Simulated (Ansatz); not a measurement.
Molecule: CH8FOSi2, net charge 1, singlet state. It need not be the lowest isomer of its formula. 
Structure (B3LYP-D3(BJ)/def2-TZVP (Ansatz, a program for electronic structure) minimum search):
SMILES: C[Si@@H](F)[OH+][SiH3]
```xyz
13

Si    -0.7543    -0.7396     0.1726
C     -2.0769     0.5005    -0.0219
F     -0.7571    -1.8875    -0.9138
O      0.7972     0.0277    -0.3215
Si     1.7264     1.3409     0.4588
H     -0.4534    -1.2583     1.5068
H     -2.1328     0.8723    -1.0465
H     -3.0381     0.0424     0.2274
H     -1.9318     1.3438     0.6574
H      0.8698     1.5934     1.6231
H      3.0280     0.7357     0.7570
H      1.7496     2.4154    -0.5384
H      1.1963    -0.4000    -1.0988
```
Charge +1, spin multiplicity 1.

Parts of the frozen-core correlation energy in cc-pVTZ (Ansatz, hartree). Frozen orbitals: 13; correlated occupied orbitals by spin: 16 and 16; virtual: 241 and 241. Spin-orbit coupling is left out. No relativistic terms.

| term | value |
|---|---|
| reference (HF) | -794.70541 |
| MP2 opposite-spin | -0.70321 |
| MP2 same-spin | [?] |
| CCSD correlation | [?] |
| (T) | [?] |
| T1 diagnostic | 0.010 |
| largest doubles amplitude | 0.017 |

### Question
What belongs in the gaps?

### Answer

- MP2 same-spin, value: -0.20326
- CCSD correlation, value: -0.95463
- (T), value: -0.03032
